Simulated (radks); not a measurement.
All-electron atom: the dysprosium ion Dy29+ in [Ar] 3d10 4s2 4p5 4d2 (not the ground configuration). All-electron calculation, Dirac Kohn-Sham, PBE, spin-unpolarised, spherical densities, point nucleus; open shells fill j = l - 1/2 first. Program: a radial shooting solver on a logarithmic mesh with Libxc functionals.

Unscreened Slater integrals over Kohn-Sham orbitals (hartree). Large and small components are both included. Empty in this configuration: 4d5/2.

| integral | value |
|---|---|
| F0(4d3/2,4d3/2) | 1.7990 |
| F2(4d3/2,4d3/2) | 0.91874 |
| F0(4d3/2,4p3/2) | 1.7868 |
| F2(4d3/2,4p3/2) | 0.91773 |
| G1(4d3/2,4p3/2) | 1.1331 |
| G3(4d3/2,4p3/2) | 0.72797 |
| F0(4d3/2,4p1/2) | 1.8235 |
| G1(4d3/2,4p1/2) | 1.1799 |
| F0(4d3/2,4s1/2) | 1.8233 |
| G2(4d3/2,4s1/2) | 0.90984 |
| F0(4d3/2,4d5/2) | 1.7886 |
| F2(4d3/2,4d5/2) | 0.91395 |
| G2(4d3/2,4d5/2) | 0.91104 |
| G4(4d3/2,4d5/2) | 0.62084 |
| F0(4p3/2,4p3/2) | 1.7796 |
| F2(4p3/2,4p3/2) | 0.93062 |
| F0(4p3/2,4p1/2) | 1.8149 |
| G2(4p3/2,4p1/2) | 0.93741 |
| F0(4p3/2,4s1/2) | 1.8148 |
| G1(4p3/2,4s1/2) | 1.2259 |
| F0(4p3/2,4d5/2) | 1.7768 |
| F2(4p3/2,4d5/2) | 0.91407 |
| G1(4p3/2,4d5/2) | 1.1358 |
| G3(4p3/2,4d5/2) | 0.72846 |
| F0(4p1/2,4p1/2) | 1.8534 |
| F0(4p1/2,4s1/2) | 1.8529 |
| G1(4p1/2,4s1/2) | 1.2502 |
| F0(4p1/2,4d5/2) | 1.8126 |
| G3(4p1/2,4d5/2) | 0.74644 |
| F0(4s1/2,4s1/2) | 1.8535 |
| F0(4s1/2,4d5/2) | 1.8126 |
| G2(4s1/2,4d5/2) | 0.90706 |
| F0(4d5/2,4d5/2) | 1.7784 |
| F2(4d5/2,4d5/2) | 0.90965 |
| F4(4d5/2,4d5/2) | 0.61980 |
